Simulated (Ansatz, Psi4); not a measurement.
# A ladder of methods for SnH4 (SMILES [SnH4])

The species is SnH4 (5 atoms), meant as a singlet with charge 0. As SMILES, `[SnH4]`. The shape is that of a PBE0-D4/def2-TZVP optimisation.

Each level gives the vertical energy of the triplet above the singlet (eV). The values are calculated.

```json
{"level": "BLYP/def2-SVPD (core potential)", "kind": "GGA", "program": "Ansatz", "value (eV)": "6.82", "less CCSD(T)/def2-SVPD": "-0.65", "CPU time (all runs)": "54 s"}
{"level": "r2SCAN/def2-SVPD (core potential)", "kind": "meta-GGA", "program": "Ansatz", "value (eV)": "7.00", "less CCSD(T)/def2-SVPD": "-0.47", "CPU time (all runs)": "49 s"}
{"level": "PBE0/def2-SVPD (core potential)", "kind": "global hybrid", "program": "Ansatz", "value (eV)": "7.08", "less CCSD(T)/def2-SVPD": "-0.39", "CPU time (all runs)": "16 s"}
{"level": "r2SCAN0/def2-SVPD (core potential)", "kind": "hybrid meta-GGA", "program": "Ansatz", "value (eV)": "7.14", "less CCSD(T)/def2-SVPD": "-0.33", "CPU time (all runs)": "35 s"}
{"level": "wB97M-V/def2-SVPD (core potential)", "kind": "range-separated hybrid", "program": "Ansatz", "value (eV)": "7.41", "less CCSD(T)/def2-SVPD": "-0.06", "CPU time (all runs)": "69 s"}
{"level": "B2PLYP/def2-SVPD (core potential)", "kind": "double hybrid", "program": "Ansatz", "value (eV)": "7.30", "less CCSD(T)/def2-SVPD": "-0.17", "CPU time (all runs)": "28 s"}
{"level": "RPA@PBE0/def2-SVPD (core potential)", "kind": "RPA", "program": "Ansatz", "value (eV)": "7.41", "less CCSD(T)/def2-SVPD": "-0.06", "CPU time (all runs)": "33 s"}
{"level": "MP2/def2-SVPD (core potential)", "kind": "perturbation theory", "program": "Ansatz", "value (eV)": "7.47", "less CCSD(T)/def2-SVPD": "0.00", "CPU time (all runs)": "12 s"}
{"level": "CCSD(T)/def2-SVPD (core potential)", "kind": "coupled cluster or CI", "program": "Ansatz", "value (eV)": "7.47", "less CCSD(T)/def2-SVPD": "0.00", "CPU time (all runs)": "33 s"}
{"level": "CCSD/def2-SVPD (core potential)", "kind": "coupled cluster or CI", "program": "Psi4", "value (eV)": "7.51", "less CCSD(T)/def2-SVPD": "+0.04", "CPU time (all runs)": "15 s"}
```

Differences are taken from CCSD(T)/def2-SVPD (core potential) for orientation; it has basis-set and higher-order errors of its own. Spin-orbit coupling, which can split open shells on such heavy atoms by tenths of an eV, is left out. The values span 6.82 to 7.51 eV. In the correlated wave-function rows the outer d shell of Sn is correlated, in sets not made for it. CPU times are rough (shared hosts, several kinds of processor): they show what a rung costs within a factor of a few.
